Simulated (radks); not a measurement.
Question: All-electron atom: Ca+ in [Ar] 5s1 (not the ground configuration). All-electron calculation, scalar-relativistic Kohn-Sham, LDA (Slater exchange, Perdew-Wang correlation), spin-polarised, spherical densities, finite nucleus; open shells are filled with parallel spins first; Fermi nuclear charge, rms radius 3.4776 fm. Program: a radial shooting solver on a logarithmic mesh with Libxc functionals. Some entries of the table are withheld. Estimate them.

orbital  occ.  eigenvalue (eV)  r(max) (bohr)
1s up       1        -3949.148        0.05040
1s down     1        -3949.136        0.05040
2s up       1        -424.2080         0.3007
2s down     1        -424.1963         0.3007
2p up       3        -345.6768         0.2465
2p down     3        -345.6657         0.2465
3s up       1         -57.7039         0.9922
3s down     1         -57.6744         0.9922
3p up       3         -38.7755          1.044
3p down     3         -38.7366          1.044
4s up       0         -10.8882          2.903
4s down     0         -10.6593          2.900
4p up       0          -7.4494            (1)
4p down     0          -7.1518            (2)
5s up       1          -4.5949          7.225
5s down     0          -4.1234          7.299
4f up       0          -2.3436          7.905
4f down     0          -1.9547          8.420

Answer: 
(1) 4p up r(max) (bohr): 3.521
(2) 4p down r(max) (bohr): 3.502
